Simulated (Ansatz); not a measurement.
Input for Ansatz (a quantum-chemistry and plane-wave program): R-B3LYP-D3(BJ)/def2-TZVP on C2H6OSi (SMILES C=C[SiH2]O).

Ansatz 0.2 input:
```yaml
crystal:
  periodic: [false, false, false]
  atoms:
    - {symbol: C, position_ang: [1.65013080, -0.48734672, -0.79670318]}
    - {symbol: C, position_ang: [0.83359943, 0.26726180, -0.08030087]}
    - {symbol: Si, position_ang: [-0.96535404, -0.14390444, 0.26412397]}
    - {symbol: O, position_ang: [-1.50206674, 1.20930821, 0.99535464]}
    - {symbol: H, position_ang: [2.68242721, -0.22517665, -0.97554850]}
    - {symbol: H, position_ang: [1.31999540, -1.41194344, -1.24312854]}
    - {symbol: H, position_ang: [1.21699064, 1.18728197, 0.34412010]}
    - {symbol: H, position_ang: [-1.72511515, -0.39498356, -0.96499761]}
    - {symbol: H, position_ang: [-1.10885676, -1.29573869, 1.16218628]}
    - {symbol: H, position_ang: [-2.40175080, 1.29524152, 1.29489371]}
basis:
  gaussian:
    orbitals: def2-TZVP
hamiltonian:
  xc: b3lyp
  dispersion: d3bj
relax: {f_tol: 0.003, max_steps: 120}
scf: {lower_state_search: off}
```

Program output:

```
WARN ansatz: RAYON_NUM_THREADS=1 ignored (pool sized by the plan → 1); use --threads N
Functional definition: B3LYP
these checks for a lower state are left out or cut short: stability, starts, cluster_reference, orbital_swaps, neighbouring_geometries, increment
integrals: 0.07 GiB planned
1036 factors; their error is unknown
mean field: 0.68 GiB planned
mean field evaluation 1: about -12088.9222 eV, gradient 7.5e1 eV
mean field evaluation 2: about -12074.4776 eV, gradient 1.1e2 eV
mean field evaluation 4: about -12099.5974 eV, gradient 6.5e0 eV
mean field evaluation 8: about -12099.7075 eV, gradient 3.9e-1 eV
mean field evaluation 16: about -12099.7078 eV, gradient 1.8e-4 eV
mean field -12099.70776665 eV, -444.6560589478 hartree, gradient 5.1e-6 eV, S^2 0.000000; 0 other end points of the search recorded, 0 dependent functions left out
the calculation of the forces begins
reference -12099.70802848 eV, -444.6560685701 hartree; 20, 20 occupied and 146, 146 virtual orbitals, 1036 factors
relax step   1: F+E_penalty+E_count = -12100.03609277 eV  Δ(F+E_penalty+E_count) = +0.000e0 eV  max|allowed force component| = 7.556e-1 eV/Å  Δτ_max = 0.0000 Å  (17 SCF iters, accepted)
these checks for a lower state are left out or cut short: stability, starts, cluster_reference, orbital_swaps, neighbouring_geometries, increment
integrals: 0.07 GiB planned
1036 factors; their error is unknown
mean field: 0.68 GiB planned
mean field -12099.74131207 eV, -444.6572917192 hartree, gradient 2.0e-6 eV, S^2 0.000000; 0 other end points of the search recorded, 0 dependent functions left out
the calculation of the forces begins
reference -12099.74157421 eV, -444.6573013527 hartree; 20, 20 occupied and 146, 146 virtual orbitals, 1036 factors
relax step   2: F+E_penalty+E_count = -12100.06860191 eV  Δ(F+E_penalty+E_count) = -3.251e-2 eV  max|allowed force component| = 3.747e-1 eV/Å  Δτ_max = 0.0443 Å  (21 SCF iters, accepted)
these checks for a lower state are left out or cut short: stability, starts, cluster_reference, orbital_swaps, neighbouring_geometries, increment
integrals: 0.07 GiB planned
1036 factors; their error is unknown
mean field: 0.68 GiB planned
mean field evaluation 32: about -12099.7463 eV, gradient 4.4e-3 eV
mean field -12099.74627176 eV, -444.6574739845 hartree, gradient 2.0e-6 eV, S^2 0.000000; 0 other end points of the search recorded, 0 dependent functions left out
the calculation of the forces begins
reference -12099.74653408 eV, -444.6574836247 hartree; 20, 20 occupied and 146, 146 virtual orbitals, 1036 factors
relax step   3: F+E_penalty+E_count = -12100.07384802 eV  Δ(F+E_penalty+E_count) = -5.246e-3 eV  max|allowed force component| = 1.705e-1 eV/Å  Δτ_max = 0.0241 Å  (21 SCF iters, accepted)
these checks for a lower state are left out or cut short: stability, starts, cluster_reference, orbital_swaps, neighbouring_geometries, increment
integrals: 0.07 GiB planned
1036 factors; their error is unknown
mean field: 0.67 GiB planned
mean field -12099.73889507 eV, -444.6572028964 hartree, gradient 2.1e-6 eV, S^2 0.000000; 0 other end points of the search recorded, 0 dependent functions left out
the calculation of the forces begins
reference -12099.73915735 eV, -444.6572125349 hartree; 20, 20 occupied and 146, 146 virtual orbitals, 1036 factors
relax step   4: F+E_penalty+E_count = -12100.06737481 eV  Δ(F+E_penalty+E_count) = +6.473e-3 eV  max|allowed force component| = 2.753e-1 eV/Å  Δτ_max = 0.1105 Å  (20 SCF iters, rejected (line search))
these checks for a lower state are left out or cut short: stability, starts, cluster_reference, orbital_swaps, neighbouring_geometries, increment
integrals: 0.07 GiB planned
1036 factors; their error is unknown
mean field: 0.67 GiB planned
mean field -12099.75013098 eV, -444.6576158082 hartree, gradient 2.0e-6 eV, S^2 0.000000; 0 other end points of the search recorded, 0 dependent functions left out
the calculation of the forces begins
reference -12099.75039351 eV, -444.6576254561 hartree; 20, 20 occupied and 146, 146 virtual orbitals, 1036 factors
relax step   5: F+E_penalty+E_count = -12100.07802921 eV  Δ(F+E_penalty+E_count) = -4.181e-3 eV  max|allowed force component| = 9.230e-2 eV/Å  Δτ_max = 0.0552 Å  (20 SCF iters, accepted)
these checks for a lower state are left out or cut short: stability, starts, cluster_reference, orbital_swaps, neighbouring_geometries, increment
integrals: 0.07 GiB planned
1036 factors; their error is unknown
mean field: 0.67 GiB 
[...]
 orbital_swaps, neighbouring_geometries, increment
integrals: 0.07 GiB planned
1036 factors; their error is unknown
mean field: 0.68 GiB planned
mean field -12099.79873352 eV, -444.6594019185 hartree, gradient 2.0e-6 eV, S^2 0.000000; 0 other end points of the search recorded, 0 dependent functions left out
the calculation of the forces begins
reference -12099.79899589 eV, -444.6594115606 hartree; 20, 20 occupied and 146, 146 virtual orbitals, 1036 factors
relax step  16: F+E_penalty+E_count = -12100.12815494 eV  Δ(F+E_penalty+E_count) = -1.312e-4 eV  max|allowed force component| = 1.696e-2 eV/Å  Δτ_max = 0.0128 Å  (21 SCF iters, accepted)
these checks for a lower state are left out or cut short: stability, starts, cluster_reference, orbital_swaps, neighbouring_geometries, increment
integrals: 0.07 GiB planned
1036 factors; their error is unknown
mean field: 0.68 GiB planned
mean field evaluation 128: about -12099.7832 eV, gradient 1.6e-3 eV
mean field -12099.79878071 eV, -444.6594036527 hartree, gradient 2.0e-6 eV, S^2 0.000000; 0 other end points of the search recorded, 0 dependent functions left out
the calculation of the forces begins
reference -12099.79904301 eV, -444.6594132924 hartree; 20, 20 occupied and 146, 146 virtual orbitals, 1036 factors
relax step  17: F+E_penalty+E_count = -12100.12822109 eV  Δ(F+E_penalty+E_count) = -6.615e-5 eV  max|allowed force component| = 1.697e-2 eV/Å  Δτ_max = 0.0107 Å  (21 SCF iters, accepted)
these checks for a lower state are left out or cut short: stability, starts, cluster_reference, orbital_swaps, neighbouring_geometries, increment
integrals: 0.07 GiB planned
1036 factors; their error is unknown
mean field: 0.68 GiB planned
mean field -12099.79882490 eV, -444.6594052769 hartree, gradient 2.0e-6 eV, S^2 0.000000; 0 other end points of the search recorded, 0 dependent functions left out
the calculation of the forces begins
reference -12099.79908718 eV, -444.6594149155 hartree; 20, 20 occupied and 146, 146 virtual orbitals, 1036 factors
relax step  18: F+E_penalty+E_count = -12100.12825441 eV  Δ(F+E_penalty+E_count) = -3.332e-5 eV  max|allowed force component| = 1.391e-2 eV/Å  Δτ_max = 0.0058 Å  (22 SCF iters, accepted)
these checks for a lower state are left out or cut short: stability, starts, cluster_reference, orbital_swaps, neighbouring_geometries, increment
integrals: 0.07 GiB planned
1036 factors; their error is unknown
mean field: 0.68 GiB planned
mean field -12099.79887574 eV, -444.6594071453 hartree, gradient 2.0e-6 eV, S^2 0.000000; 0 other end points of the search recorded, 0 dependent functions left out
the calculation of the forces begins
reference -12099.79913801 eV, -444.6594167833 hartree; 20, 20 occupied and 146, 146 virtual orbitals, 1036 factors
relax step  19: F+E_penalty+E_count = -12100.12827878 eV  Δ(F+E_penalty+E_count) = -2.437e-5 eV  max|allowed force component| = 6.484e-3 eV/Å  Δτ_max = 0.0068 Å  (22 SCF iters, accepted)
these checks for a lower state are left out or cut short: stability, starts, cluster_reference, orbital_swaps, neighbouring_geometries, increment
integrals: 0.07 GiB planned
1036 factors; their error is unknown
mean field: 0.68 GiB planned
mean field -12099.79890748 eV, -444.6594083115 hartree, gradient 2.0e-6 eV, S^2 0.000000; 0 other end points of the search recorded, 0 dependent functions left out
the calculation of the forces begins
reference -12099.79916974 eV, -444.6594179496 hartree; 20, 20 occupied and 146, 146 virtual orbitals, 1036 factors
relax step  20: F+E_penalty+E_count = -12100.12829365 eV  Δ(F+E_penalty+E_count) = -1.487e-5 eV  max|allowed force component| = 6.438e-3 eV/Å  Δτ_max = 0.0041 Å  (22 SCF iters, accepted)
these checks for a lower state are left out or cut short: stability, starts, cluster_reference, orbital_swaps, neighbouring_geometries, increment
integrals: 0.07 GiB planned
1036 factors; their error is unknown
mean field: 0.68 GiB planned
mean field evaluation 160: about -12099.7989 eV, gradient 1.9e-6 eV
mean field -12099.79894978 eV, -444.6594098662 hartree, gradient 2.0e-6 eV, S^2 0.000000; 0 other end points of the search recorded, 0 dependent functions left out
the calculation of the forces begins
reference -12099.79921214 eV, -444.6594195075 hartree; 20, 20 occupied and 146, 146 virtual orbitals, 1036 factors
relax step  21: F+E_penalty+E_count = -12100.12832754 eV  Δ(F+E_penalty+E_count) = -3.389e-5 eV  max|allowed force component| = 1.493e-2 eV/Å  Δτ_max = 0.0069 Å  (22 SCF iters, accepted)
these checks for a lower state are left out or cut short: stability, starts, cluster_reference, orbital_swaps, neighbouring_geometries, increment
integrals: 0.07 GiB planned
1036 factors; their error is unknown
mean field: 0.68 GiB planned
mean field -12099.79895487 eV, -444.6594100533 hartree, gradient 2.0e-6 eV, S^2 0.000000; 0 other end points of the search recorded, 0 dependent functions left out
the calculation of the forces begins
reference -12099.79921726 eV, -444.6594196960 hartree; 20, 20 occupied and 146, 146 virtual orbitals, 1036 factors
relax step  22: F+E_penalty+E_count = -12100.12833109 eV  Δ(F+E_penalty+E_count) = -3.545e-6 eV  max|allowed force component| = 4.691e-3 eV/Å  Δτ_max = 0.0045 Å  (22 SCF iters, accepted)
these checks for a lower state are left out or cut short: stability, starts, cluster_reference, orbital_swaps, neighbouring_geometries, increment
integrals: 0.07 GiB planned
1036 factors; their error is unknown
mean field: 0.68 GiB planned
mean field -12099.79894794 eV, -444.6594097985 hartree, gradient 2.0e-6 eV, S^2 0.000000; 0 other end points of the search recorded, 0 dependent functions left out
the calculation of the forces begins
reference -12099.79921037 eV, -444.6594194428 hartree; 20, 20 occupied and 146, 146 virtual orbitals, 1036 factors
relax step  23: F+E_penalty+E_count = -12100.12832839 eV  Δ(F+E_penalty+E_count) = +2.691e-6 eV  max|allowed force component| = 7.622e-3 eV/Å  Δτ_max = 0.0033 Å  (22 SCF iters, rejected (line search))
these checks for a lower state are left out or cut short: stability, starts, cluster_reference, orbital_swaps, neighbouring_geometries, increment
integrals: 0.07 GiB planned
1036 factors; their error is unknown
mean field: 0.68 GiB planned
mean field -12099.79896175 eV, -444.6594103061 hartree, gradient 2.0e-6 eV, S^2 0.000000; 0 other end points of the search recorded, 0 dependent functions left out
the calculation of the forces begins
reference -12099.79922415 eV, -444.6594199492 hartree; 20, 20 occupied and 146, 146 virtual orbitals, 1036 factors
relax step  24: F+E_penalty+E_count = -12100.12834218 eV  Δ(F+E_penalty+E_count) = -1.109e-5 eV  max|allowed force component| = 1.147e-3 eV/Å  Δτ_max = 0.0016 Å  (23 SCF iters, accepted)
Total energy: -12100.12860458 eV, -444.6715244565 hartree
Atom 0 at     1.551453    -0.330397    -0.956465 Å, force    -0.000106    -0.000067     0.000075 eV/Å
Atom 1 at     0.909487     0.113734     0.122719 Å, force    -0.001121     0.000463    -0.000597 eV/Å
Atom 2 at    -0.901130    -0.165813     0.395548 Å, force     0.000972     0.001147    -0.000037 eV/Å
Atom 3 at    -1.621914     1.313568     0.575043 Å, force     0.000619    -0.000298    -0.000135 eV/Å
Atom 4 at     2.616437    -0.182038    -1.101945 Å, force    -0.000149     0.000622    -0.000319 eV/Å
Atom 5 at     1.034954    -0.864685    -1.747317 Å, force    -0.000021    -0.000657     0.000206 eV/Å
Atom 6 at     1.480838     0.647818     0.878605 Å, force    -0.000126    -0.000404     0.001042 eV/Å
Atom 7 at    -1.441631    -0.904801    -0.773091 Å, force    -0.000377    -0.000421    -0.000896 eV/Å
Atom 8 at    -1.141503    -0.977760     1.617513 Å, force     0.000139    -0.000537     0.000807 eV/Å
Atom 9 at    -2.486990     1.350374     0.989390 Å, force     0.000171     0.000151    -0.000146 eV/Å
Dipole moment:    -0.070049    -0.082782     0.078194 e Å
Checks for a lower state left out: stability, starts, cluster_reference, orbital_swaps, neighbouring_geometries, increment
```

The calculation finished and met its thresholds.

Cost: roughly 60 core-seconds.
